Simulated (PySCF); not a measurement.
SMILES OB([SiH2][SiH2]C#C)O (GFN2-xTB optimised geometry):

```
14

C     -2.416    -0.485    -4.076
C     -1.780    -1.205    -3.352
Si    -0.813    -2.281    -2.191
Si    -0.684    -1.339    -0.068
B      0.246     0.385     0.000
O      1.603     0.385     0.000
O     -0.483     1.526     0.000
H     -2.972     0.136    -4.720
H     -1.490    -3.585    -2.247
H      0.483    -2.463    -2.870
H     -0.043    -2.366     0.779
H     -2.058    -1.278     0.464
H      2.058     1.231     0.008
H     -0.018     2.366     0.002
```

Calculation: PBE0/def2-TZVP run with PySCF.

Problem. What are the frontier orbital energies and the dipole moment?

Solution. HOMO-2 -8.71 eV, HOMO-1 -7.95 eV, HOMO -7.63 eV, LUMO -0.58 eV, LUMO+1 0.03 eV; dipole moment 3.79 D.

Meta-Löwdin charges at PBE0/def2-TZVP: C1 -0.18, C2 -0.27, Si3 0.40, Si4 0.21, B5 0.28, O6 -0.51, O7 -0.51, H8 0.17, H9 -0.07, H10 -0.08, H11 -0.07, H12 -0.06, H13 0.34, H14 0.34.
